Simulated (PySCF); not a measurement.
Isomers of C6H7F, mass 98.053 u with the commonest isotopes. Method: CAM-B3LYP/def2-SVPD in PySCF (dipole) on a GFN2-xTB geometry, gas phase. One conformer each, none proved a minimum here; rigid rotors.

Problem. Order these by radius of gyration √(Σ m r²/M), largest first.
A. `[CH2:1]=[CH:2][C@@H:3]1[CH:4]=[CH:5][C@H:6]1[F:7]` with C1–C2–C3–C4 -133°
B. `[CH2:1]=[CH:2][C@H:3]([F:4])[C:5]#[C:6][CH3:7]` with C1–C2–C3–F4 -136°
C. `[CH3:1][C:2]#[C:3]/[CH:4]=[CH:5]/[CH2:6][F:7]` with C4–C5–C6–F7 0°
D. `[CH2:1]=[CH:2][CH2:3][C:4]1=[C:5]([F:6])[CH2:7]1` with C1–C2–C3–C4 -116°, C2–C3–C4–C5 -86°

Solution. C (2.521 Å), B (2.161 Å), D (2.124 Å), A (1.880 Å).

Problem. Order these by rotational constant A, smallest first.
A. `[CH2:1]=[CH:2][CH2:3][C:4]1=[C:5]([F:6])[CH2:7]1` with C1–C2–C3–C4 -116°, C2–C3–C4–C5 -86°
B. `[CH2:1]=[CH:2][C@H:3]([F:4])[C:5]#[C:6][CH3:7]` with C1–C2–C3–F4 -136°
C. `[CH3:1][C:2]#[C:3]/[CH:4]=[CH:5]/[CH2:6][F:7]` with C4–C5–C6–F7 0°
D. `[CH2:1]=[CH:2][C@@H:3]1[CH:4]=[CH:5][C@H:6]1[F:7]` with C1–C2–C3–C4 -133°

Solution. B (4362 MHz), D (4802 MHz), A (6238 MHz), C (15036 MHz).

Problem. Order these by rotational constant B, largest first.
A. `[CH2:1]=[CH:2][C@@H:3]1[CH:4]=[CH:5][C@H:6]1[F:7]` with C1–C2–C3–C4 -133°
B. `[CH2:1]=[CH:2][C@H:3]([F:4])[C:5]#[C:6][CH3:7]` with C1–C2–C3–F4 -136°
C. `[CH2:1]=[CH:2][CH2:3][C:4]1=[C:5]([F:6])[CH2:7]1` with C1–C2–C3–C4 -116°, C2–C3–C4–C5 -86°
D. `[CH3:1][C:2]#[C:3]/[CH:4]=[CH:5]/[CH2:6][F:7]` with C4–C5–C6–F7 0°

Solution. A (1958 MHz), B (1425 MHz), C (1304 MHz), D (852.3 MHz).

```
              SMILES  point group  Ia (u·Å²)  Ib (u·Å²)  Ic (u·Å²)      κ  μa (D)  μb (D)  μc (D)
     C=C[C@H](F)C#CC           C1     115.87     354.62     445.49  -0.82    1.14    2.11    0.39
C=C[C@@H]1C=C[C@H]1F           C1     105.25     258.11     330.07  -0.74    0.98    1.59    0.57
         CC#C/C=C/CF      near Cs      33.61     592.99     620.22  -0.99    1.08    1.78    0.00
       C=CCC1=C(F)C1           C1      81.02     387.43     416.12  -0.96    1.49    0.39    0.50
```
